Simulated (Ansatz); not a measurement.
**Nudged elastic band run: BrF4H3O2W**

Input:

```yaml
crystal:
  periodic: [false, false, false]
  atoms:
    - { symbol: W, position_ang: [0.063015, 0.131474, -0.308929] }
    - { symbol: O, position_ang: [-0.032569, 0.541421, 1.546185] }
    - { symbol: H, position_ang: [-0.815453, 0.522401, 2.129555] }
    - { symbol: F, position_ang: [1.902767, 0.423087, -0.421727] }
    - { symbol: F, position_ang: [-0.174537, 1.947182, -0.730436] }
    - { symbol: F, position_ang: [-1.805621, -0.140953, -0.093253] }
    - { symbol: F, position_ang: [0.446674, -1.660736, 0.109917] }
    - { symbol: O, position_ang: [-0.246075, -0.338917, -2.091026] }
    - { symbol: H, position_ang: [-1.00201, -0.626251, -2.636228] }
    - { symbol: Br, position_ang: [2.568044, 1.52256, 3.560028] }
    - { symbol: H, position_ang: [1.507764, 1.10003, 2.667615] }
basis:
  gaussian: { orbitals: def2-SVP }
hamiltonian:
  xc: pbe
neb:
  order_check: false
  images: 5
  f_tol: 0.05
  max_iterations: 60
  final_atoms:
    - { symbol: W, position_ang: [0.20489305, 0.35631498, -0.06739537] }
    - { symbol: O, position_ang: [0.63578271, -0.21673884, 2.11944427] }
    - { symbol: H, position_ang: [-0.04120715, -0.8320433, 2.47027743] }
    - { symbol: F, position_ang: [1.9996487, -0.11843252, -0.23637682] }
    - { symbol: F, position_ang: [0.26554325, 1.84237073, -1.27106464] }
    - { symbol: F, position_ang: [-1.48878633, 0.78907038, 0.6143166] }
    - { symbol: F, position_ang: [-0.24422012, -1.4517247, 0.30951504] }
    - { symbol: O, position_ang: [-0.34545394, -0.33984753, -1.75335366] }
    - { symbol: H, position_ang: [-0.31586386, 0.34818311, -2.45483929] }
    - { symbol: Br, position_ang: [1.0503103, 2.44297309, 1.32762029] }
    - { symbol: H, position_ang: [0.69135239, 0.60117259, 2.67355714] }
  initial_path:
    images:
      - { positions_ang: [[0.063015, 0.131474, -0.308929], [-0.032569, 0.541421, 1.546185], [-0.815453, 0.522401, 2.129555], [1.902767, 0.423087, -0.421727], [-0.174537, 1.947182, -0.730436], [-1.805621, -0.140953, -0.093253], [0.446674, -1.660736, 0.109917], [-0.246075, -0.338917, -2.091026], [-1.00201, -0.626251, -2.636228], [2.568044, 1.52256, 3.560028], [1.507764, 1.10003, 2.667615]] }
      - { positions_ang: [[0.03612129, 0.08128708, -0.19549788], [-0.02101996, 0.42549052, 1.80124931], [-0.8493013, 0.34477129, 2.31202224], [1.87854834, 0.24558077, -0.27322068], [-0.09249753, 1.90502058, -0.53397506], [-1.82556177, -0.07021595, -0.04918976], [0.26214478, -1.7267811, 0.1412053], [-0.17551423, -0.29237529, -2.02740918], [-0.49197548, -0.24028584, -2.52809083], [2.36828141, 1.65731357, 2.62054562], [1.32277346, 1.09149236, 2.46406192]] }
      - { positions_ang: [[0.00922758, 0.03110015, -0.08206677], [-0.00947092, 0.30956003, 2.05631362], [-0.8831496, 0.16714159, 2.49448949], [1.85432969, 0.06807454, -0.12471436], [-0.01045806, 1.86285917, -0.33751412], [-1.84550253, 0.0005211, -0.00512651], [0.07761555, -1.79282619, 0.17249359], [-0.10495347, -0.24583358, -1.96379236], [0.01805904, 0.14567932, -2.41995366], [2.16851882, 1.79206715, 1.68106324], [1.13778292, 1.08295472, 2.26050884]] }
      - { positions_ang: [[-0.01766613, -0.01908677, 0.03136435], [0.00207812, 0.19362955, 2.31137793], [-0.91699791, -0.01048812, 2.67695673], [1.83011103, -0.10943169, 0.02379197], [0.07158141, 1.82069775, -0.14105318], [-1.8654433, 0.07125815, 0.03893673], [-0.10691367, -1.85887129, 0.20378189], [-0.0343927, -0.19929186, -1.90017554], [0.52809356, 0.53164448, -2.31181649], [1.96875623, 1.92682072, 0.74158086], [0.95279237, 1.07441707, 2.05695575]] }
      - { positions_ang: [[0.05652026, 0.10604715, -0.00155556], [0.21331298, 0.05684009, 2.24740004], [-0.62506765, -0.28433985, 2.60806363], [1.88662359, -0.11243196, -0.06293096], [0.13623535, 1.82792208, -0.51772367], [-1.73989098, 0.31052889, 0.23073002], [-0.15268249, -1.72315576, 0.23902627], [-0.13807978, -0.24614375, -1.85123491], [0.24677442, 0.47049069, -2.35949076], [1.66260759, 2.09887151, 0.93692734], [0.86564571, 0.91666891, 2.26248955]] }
      - { positions_ang: [[0.13070665, 0.23118106, -0.03447546], [0.42454785, -0.07994937, 2.18342216], [-0.3331374, -0.55819157, 2.53917053], [1.94313614, -0.11543224, -0.14965389], [0.2008893, 1.83514641, -0.89439416], [-1.61433865, 0.54979963, 0.42252331], [-0.1984513, -1.58744023, 0.27427066], [-0.24176686, -0.29299564, -1.80229429], [-0.03454472, 0.4093369, -2.40716502], [1.35645894, 2.2709223, 1.13227382], [0.77849905, 0.75892075, 2.46802334]] }
      - { positions_ang: [[0.20489305, 0.35631498, -0.06739537], [0.63578271, -0.21673884, 2.11944427], [-0.04120715, -0.8320433, 2.47027743], [1.9996487, -0.11843252, -0.23637682], [0.26554325, 1.84237073, -1.27106464], [-1.48878633, 0.78907038, 0.6143166], [-0.24422012, -1.4517247, 0.30951504], [-0.34545394, -0.33984753, -1.75335366], [-0.31586386, 0.34818311, -2.45483929], [1.0503103, 2.44297309, 1.32762029], [0.69135239, 0.60117259, 2.67355714]] }
```

Run as:

```bash
$ ansatz run input.yaml --threads 4 --pin off --max-ram 5120MiB --backend cpu --events-out ev --progress --plain --runs-dir out
```

Output, in part (warnings, iteration lines, the closing report on the highest movable image, with atoms numbered from 0):

```
NEB end point (image 0): max|allowed force component| = 2.703e-2 eV/Å (the criterion of neb.relax_end_points is 1.000e-2)
NEB end point (image 6): max|allowed force component| = 1.982e-2 eV/Å (the criterion of neb.relax_end_points is 1.000e-2)
NEB iter   1: max|band force component| = 7.476e1 eV/Å  barrier→ = 11.7610 eV  barrier← = 11.5759 eV  Δτ_max = 0.2000 Å  (572 SCF iters)
NEB iter   2: max|band force component| = 1.559e1 eV/Å  barrier→ = 3.4517 eV  barrier← = 3.2667 eV  Δτ_max = 0.2000 Å  (219 SCF iters)
NEB iter   3: max|band force component| = 8.353e0 eV/Å  barrier→ = 1.8465 eV  barrier← = 1.6615 eV  Δτ_max = 0.2000 Å  (214 SCF iters)
NEB iter   4: max|band force component| = 3.401e0 eV/Å  barrier→ = 1.1676 eV  barrier← = 0.9825 eV  Δτ_max = 0.2000 Å  (204 SCF iters)
NEB iter   5: max|band force component| = 1.086e0 eV/Å  barrier→ = 0.8839 eV  barrier← = 0.6989 eV  Δτ_max = 0.2000 Å  (183 SCF iters)
NEB iter   6: max|band force component| = 1.406e0 eV/Å  barrier→ = 0.9191 eV  barrier← = 0.7341 eV  Δτ_max = 0.1003 Å  (194 SCF iters)
NEB iter   7: max|band force component| = 7.308e-1 eV/Å  barrier→ = 0.8030 eV  barrier← = 0.6179 eV  Δτ_max = 0.1003 Å  (177 SCF iters)
NEB iter   8: max|band force component| = 5.549e-1 eV/Å  barrier→ = 0.7319 eV  barrier← = 0.5469 eV  CI = image 3  Δτ_max = 0.0991 Å  (177 SCF iters)
NEB iter   9: max|band force component| = 5.489e-1 eV/Å  barrier→ = 0.8050 eV  barrier← = 0.6199 eV  CI = image 3  Δτ_max = 0.1002 Å  (177 SCF iters)
NEB iter  10: max|band force component| = 5.488e-1 eV/Å  barrier→ = 0.8445 eV  barrier← = 0.6595 eV  CI = image 3  Δτ_max = 0.1007 Å  (175 SCF iters)
NEB iter  11: max|band force component| = 6.300e-1 eV/Å  barrier→ = 0.8275 eV  barrier← = 0.6425 eV  CI = image 3  Δτ_max = 0.0504 Å  (178 SCF iters)
NEB iter  12: max|band force component| = 7.057e-1 eV/Å  barrier→ = 0.8512 eV  barrier← = 0.6661 eV  CI = image 3  Δτ_max = 0.0502 Å  (168 SCF iters)
NEB iter  13: max|band force component| = 7.647e-1 eV/Å  barrier→ = 0.8765 eV  barrier← = 0.6915 eV  CI = image 3  Δτ_max = 0.1000 Å  (174 SCF iters)
NEB iter  14: max|band force component| = 9.897e-1 eV/Å  barrier→ = 0.9731 eV  barrier← = 0.7880 eV  CI = image 3  Δτ_max = 0.0991 Å  (184 SCF iters)
NEB iter  15: max|band force component| = 1.268e0 eV/Å  barrier→ = 1.0918 eV  barrier← = 0.9067 eV  CI = image 3  Δτ_max = 0.0998 Å  (188 SCF iters)
NEB iter  16: max|band force component| = 1.026e0 eV/Å  barrier→ = 1.0961 eV  barrier← = 0.9111 eV  CI = image 3  Δτ_max = 0.0582 Å  (185 SCF iters)
NEB iter  17: max|band force component| = 1.913e-1 eV/Å  barrier→ = 1.0324 eV  barrier← = 0.8474 eV  CI = image 3  Δτ_max = 0.0574 Å  (173 SCF iters)
NEB iter  18: max|band force component| = 2.018e-1 eV/Å  barrier→ = 1.0147 eV  barrier← = 0.8297 eV  CI = image 3  Δτ_max = 0.0605 Å  (175 SCF iters)
NEB iter  19: max|band force component| = 8.501e-2 eV/Å  barrier→ = 1.0062 eV  barrier← = 0.8212 eV  CI = image 3  Δτ_max = 0.0624 Å  (169 SCF iters)
NEB iter  20: max|band force component| = 2.200e-1 eV/Å  barrier→ = 0.9990 eV  barrier← = 0.8139 eV  CI = image 3  Δτ_max = 0.0315 Å  (170 SCF iters)
NEB iter  21: max|band force component| = 1.194e-1 eV/Å  barrier→ = 0.9931 eV  barrier← = 0.8081 eV  CI = image 3  Δτ_max = 0.0314 Å  (166 SCF iters)
NEB iter  22: max|band force component| = 9.415e-2 eV/Å  barrier→ = 0.9869 eV  barrier← = 0.8018 eV  CI = image 3  Δτ_max = 0.0625 Å  (167 SCF iters)
NEB iter  23: max|band force component| = 1.361e-1 eV/Å  barrier→ = 0.9878 eV  barrier← = 0.8028 eV  CI = image 3  Δτ_max = 0.0315 Å  (173 SCF iters)
NEB iter  24: max|band force component| = 1.013e-1 eV/Å  barrier→ = 0.9829 eV  barrier← = 0.7979 eV  CI = image 3  Δτ_max = 0.0629 Å  (169 SCF iters)
NEB iter  25: max|band force component| = 9.096e-2 eV/Å  barrier→ = 0.9704 eV  barrier← = 0.7853 eV  CI = image 3  Δτ_max = 0.0627 Å  (173 SCF iters)
NEB iter  26: max|band force component| = 9.881e-2 eV/Å  barrier→ = 0.9571 eV  barrier← = 0.7721 eV  CI = image 3  Δτ_max = 0.0629 Å  (176 SCF iters)
NEB iter  27: max|band force component| = 1.423e-1 eV/Å  barrier→ = 0.9442 eV  barrier← = 0.7592 eV  CI = image 3  Δτ_max = 0.0316 Å  (167 SCF iters)
NEB iter  28: max|band force component| = 1.632e-1 eV/Å  barrier→ = 0.9379 eV  barrier← = 0.7529 eV  CI = image 3  Δτ_max = 0.0628 Å  (168 SCF iters)
NEB iter  29: max|band force component| = 1.681e-1 eV/Å  barrier→ = 0.9242 eV  barrier← = 0.7392 eV  CI = image 3  Δτ_max = 0.1260 Å  (166 SCF iters)
NEB iter  30: max|band force component| = 1.749e-1 eV/Å  barrier→ = 0.8978 eV  barrier← = 0.7127 eV  CI = image 3  Δτ_max = 0.1809 Å  (180 SCF iters)
NEB iter  31: max|band force component| = 2.308e-1 eV/Å  barrier→ = 0.8657 eV  barrier← = 0.6807 eV  CI = image 3  Δτ_max = 0.0908 Å  (192 SCF iters)
NEB iter  32: max|band force component| = 2.492e-1 eV/Å  barrier→ = 0.8493 eV  barrier← = 0.6643 eV  CI = image 3  Δτ_max = 0.0455 Å  (167 SCF iters)
NEB iter  33: max|band force component| = 1.707e-1 eV/Å  barrier→ = 0.8406 eV  barrier← = 0.6556 eV  CI = image 3  Δτ_max = 0.0905 Å  (166 SCF iters)
NEB iter  34: max|band force component| = 1.619e-1 eV/Å  barrier→ = 0.8246 eV  barrier← = 0.6396 eV  CI = image 3  Δτ_max = 0.0909 Å  (166 SCF iters)
NEB iter  35: max|band force component| = 1.182e-1 eV/Å  barrier→ = 0.8092 eV  barrier← = 0.6241 eV  CI = image 3  Δτ_max = 0.0904 Å  (164 SCF iters)
NEB iter  36: max|band force component| = 1.473e-1 eV/Å  barrier→ = 0.7950 eV  barrier← = 0.6100 eV  CI = image 3  Δτ_max = 0.0454 Å  (167 SCF iters)
NEB iter  37: max|band force component| = 1.018e-1 eV/Å  barrier→ = 0.7878 eV  barrier← = 0.6027 eV  CI = image 3  Δτ_max = 0.0903 Å  (160 SCF iters)
NEB iter  38: max|band force component| = 9.496e-2 eV/Å  barrier→ = 0.7742 eV  barrier← = 0.5892 eV  CI = image 3  Δτ_max = 0.0902 Å  (162 SCF iters)
NEB iter  39: max|band force component| = 7.290e-2 eV/Å  barrier→ = 0.7640 eV  barrier← = 0.5790 eV  CI = image 3  Δτ_max = 0.0899 Å  (166 SCF iters)
NEB iter  40: max|band force component| = 1.246e-1 eV/Å  barrier→ = 0.7597 eV  barrier← = 0.5747 eV  CI = image 3  Δτ_max = 0.0451 Å  (164 SCF iters)
NEB iter  41: max|band force component| = 1.482e-1 eV/Å  barrier→ = 0.7599 eV  barrier← = 0.5748 eV  CI = image 3  Δτ_max = 0.0227 Å  (169 SCF iters)
NEB iter  42: max|band force component| = 6.809e-2 eV/Å  barrier→ = 0.7581 eV  barrier← = 0.5731 eV  CI = image 3  Δτ_max = 0.0452 Å  (164 SCF iters)
NEB iter  43: max|band force component| = 7.774e-2 eV/Å  barrier→ = 0.7568 eV  barrier← = 0.5718 eV  CI = image 3  Δτ_max = 0.0225 Å  (164 SCF iters)
NEB iter  44: max|band force component| = 5.741e-2 eV/Å  barrier→ = 0.7570 eV  barrier← = 0.5719 eV  CI = image 3  Δτ_max = 0.0226 Å  (167 SCF iters)
NEB iter  45: max|band force component| = 6.045e-2 eV/Å  barrier→ = 0.7576 eV  barrier← = 0.5725 eV  CI = image 3  Δτ_max = 0.0226 Å  (168 SCF iters)
NEB iter  46: max|band force component| = 5.567e-2 eV/Å  barrier→ = 0.7573 eV  barrier← = 0.5722 eV  CI = image 3  Δτ_max = 0.0227 Å  (165 SCF iters)
NEB iter  47: max|band force component| = 6.738e-2 eV/Å  barrier→ = 0.7572 eV  barrier← = 0.5721 eV  CI = image 3  Δτ_max = 0.0113 Å  (164 SCF iters)
NEB iter  48: max|band force component| = 5.588e-2 eV/Å  barrier→ = 0.7572 eV  barrier← = 0.5721 eV  CI = image 3  Δτ_max = 0.0113 Å  (155 SCF iters)
NEB iter  49: max|band force component| = 5.094e-2 eV/Å  barrier→ = 0.7571 eV  barrier← = 0.5721 eV  CI = image 3  Δτ_max = 0.0113 Å  (155 SCF iters)
NEB iter  50: max|band force component| = 5.089e-2 eV/Å  barrier→ = 0.7570 eV  barrier← = 0.5720 eV  CI = image 3  Δτ_max = 0.0226 Å  (154 SCF iters)
NEB iter  51: max|band force component| = 4.623e-2 eV/Å  barrier→ = 0.7570 eV  barrier← = 0.5719 eV  CI = image 3  Δτ_max = 0.0000 Å  (353 SCF iters)
Total energy: -86845.69962014 eV, -3191.5205949107 hartree
Atom 0 at     0.127645     0.188843    -0.027699 Å, force    -0.002967     0.002869    -0.000845 eV/Å
Atom 1 at     0.325942    -0.117608     1.964574 Å, force    -0.002841     0.005813     0.006909 eV/Å
Atom 2 at    -0.141641    -0.869202     2.382172 Å, force     0.001289    -0.003523    -0.006289 eV/Å
Atom 3 at     1.948241    -0.231962    -0.096753 Å, force     0.001457    -0.002706    -0.000391 eV/Å
Atom 4 at     0.546874     1.665944    -1.129485 Å, force     0.003933     0.001144     0.003068 eV/Å
Atom 5 at    -1.460830     1.108314     0.326685 Å, force    -0.002251     0.001168    -0.001044 eV/Å
Atom 6 at    -0.684050    -1.490163     0.300734 Å, force     0.003737    -0.003802    -0.001416 eV/Å
Atom 7 at    -0.258107    -0.542602    -1.747697 Å, force     0.000569     0.002212     0.004668 eV/Å
Atom 8 at     0.001859     0.092494    -2.452366 Å, force    -0.002693    -0.000752     0.000691 eV/Å
Atom 9 at     1.229577     2.505763     1.821358 Å, force     0.000037    -0.001135    -0.005913 eV/Å
Atom 10 at     0.776488     1.111479     2.390178 Å, force    -0.000271    -0.001288     0.000562 eV/Å
Dipole moment:    -0.093307    -0.252091     0.085151 e Å
```

The run converged. A vibrational analysis at the climbing image gives one clearly imaginary mode, 417i cm⁻¹, and a faint second one (13i cm⁻¹) that may be numerical noise or a soft torsion: probably a first-order saddle point. The orbitals stay closed-shell, which can raise the energy where a bond breaks towards radicals; this wasn't checked here.

Final band (atoms are numbered from 1 in the order of the input):

| image | path coordinate (Å) | energy (eV) | Br10–H11 (Å) | W1–Br10 (Å) | O2–H11 (Å) |
| --- | --- | --- | --- | --- | --- |
| 0 | 0.00 | 0.00 | 1.45 | 4.81 | 1.99 |
| 1 | 1.81 | 0.02 | 1.45 | 4.80 | 2.00 |
| 2 | 3.62 | 0.12 | 1.45 | 4.21 | 1.84 |
| 3 | 5.43 | 0.76 | 1.57 | 3.16 | 1.38 |
| 4 | 5.80 | 0.53 | 1.85 | 2.97 | 1.09 |
| 5 | 6.18 | 0.25 | 2.10 | 2.75 | 1.01 |
| 6 | 6.55 | 0.19 | 2.31 | 2.65 | 0.99 |

Time of the run: 15 min on 4 threads of Arm Neoverse V1 (shared host), peak memory 0.3 GiB.
